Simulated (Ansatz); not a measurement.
This geometry of FGeH$_{3}$INO (8 atoms, charge 0, multiplicity 1) is a first-order saddle point.

The calculation used RKS B3LYP/def2-SVP (Ansatz 0.2.0).

```xyz
8
Properties=species:S:1:pos:R:3
N -1.000 0.532 0.816
Ge 0.169 -0.112 -0.416
O 1.468 -0.987 0.398
F -0.725 -1.252 -1.381
I 1.211 1.546 -2.013
H -0.545 1.008 1.594
H -1.735 1.131 0.439
H 1.249 -1.924 0.509
```

Which two structures does it join? (They come from a converged band through this point; their orientation in space is the band's.)

No bond is made or broken. The dihedral I5–Ge2–O3–H8 goes from -35 to 176°.

Initial state:

```xyz
8
Properties=species:S:1:pos:R:3
N -1.032 0.790 0.706
Ge 0.045 -0.256 -0.298
O 0.997 -1.223 0.824
F -1.001 -1.273 -1.243
I 1.585 0.832 -2.010
H -0.548 1.383 1.377
H -1.713 1.336 0.182
H 1.760 -1.644 0.405
```

Final state:

```xyz
8
Properties=species:S:1:pos:R:3
N -0.870 0.580 0.820
Ge 0.203 -0.142 -0.460
O 1.377 -1.248 0.252
F -0.909 -1.034 -1.460
I 1.534 1.391 -1.952
H -0.436 1.309 1.385
H -1.761 0.919 0.460
H 0.953 -1.833 0.899
```

How far does it lie above each of them?

0.046 eV above the first and 0.013 eV above the second. This is the barrier of this one path; another mechanism may lie lower.

Time of the run: 5.8 min on 2 threads of Intel(R) Xeon(R) Platinum 8488C (Sapphire Rapids), on a shared host, peak memory 0.36 GiB.
